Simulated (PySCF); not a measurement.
BiCl₂, SMILES [Bi+]([Cl])[Cl] (connectivity only; charge and spin as stated), charge +1, multiplicity 1.

The structure is a stationary point at B3LYP-D3(BJ)/def2-TZVP. The spin state was assumed, not searched. The isomer is the one that the SMILES or the coordinates give; other isomers of the formula were not compared. The def2 effective core potentials stand for the cores of Bi; spin–orbit coupling is left out.

Two levels are set side by side: TDDFT-PBE/def2-SVPD (PySCF) and TDDFT-CAM-B3LYP/def2-SVPD (PySCF). Vertical, same geometry. The lowest singlet is HOMO→LUMO 100 % with PBE and HOMO→LUMO 100 % with the other functional; states are paired by order. Differences are taken from unrounded values.

```
quantity                              TDDFT-CAM-B3LYP  TDDFT-PBE  TDDFT-PBE minus TDDFT-CAM-B3LYP
------------------------------------  ---------------  ---------  -------------------------------
lowest singlet excitation (eV)                   3.21       2.62                            -0.59
lowest triplet excitation (TDA) (eV)             2.87       2.44                            -0.44
```

Functionals without exact exchange tend to place singlet excitations lower, as here. Differences between two approximate levels are no errors against the true value.
